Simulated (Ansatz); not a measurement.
NiBr2(PH3)2 (NiP₂H₆Br₂). Total charge 0; triplet. Geometry PBE-D4/def2-SVP; atoms count from 1.

```xyz
11

Ni   -0.0078   -0.0018   -0.0550
Br    0.6511    2.0016   -1.1065
Br   -0.9095   -2.0629   -0.7573
P    -2.0517    0.8316    0.5099
H    -3.0044    0.1026    1.2948
H    -2.8675    1.0327   -0.6459
H    -2.2336    2.1236    1.1036
P     2.1200   -0.8153   -0.0187
H     3.2441   -0.0457    0.4270
H     2.5906   -1.0988   -1.3375
H     2.4687   -2.0674    0.5856
```

At PBE0-D4/def2-TZVP a singlet of charge 0 lies 0.33 eV below the triplet, each at its own geometry.

Question: Estimate the Mulliken populations from the PBE0/def2-TZVP orbitals of Ansatz.

Answer: 
```csv
atom,charge (e),spin (α − β),d electrons
Ni1,0.17,1.49,8.55
Br2,-0.43,0.17,–
Br3,-0.43,0.17,–
P4,-0.01,0.07,–
H5,0.11,0.01,–
H6,0.13,-0.01,–
H7,0.11,0.01,–
P8,-0.01,0.07,–
H9,0.11,0.01,–
H10,0.13,-0.01,–
H11,0.11,0.01,–
```
Mulliken values depend strongly on the basis.

Question: Where does the spin sit?

Answer: Summed by element: Ni 1.49, Br 0.35, P 0.15, H 0.02, of 2 unpaired in all. Largest on single atoms: Ni1 1.49, Br2 0.17, Br3 0.17.

Question: And the Mayer bond orders between heavy atoms (over 0.3)?

Answer: Ni1–Br2 0.83 (2.36 Å); Ni1–Br3 0.83 (2.36 Å); Ni1–P4 0.68 (2.28 Å); Ni1–P8 0.68 (2.28 Å).
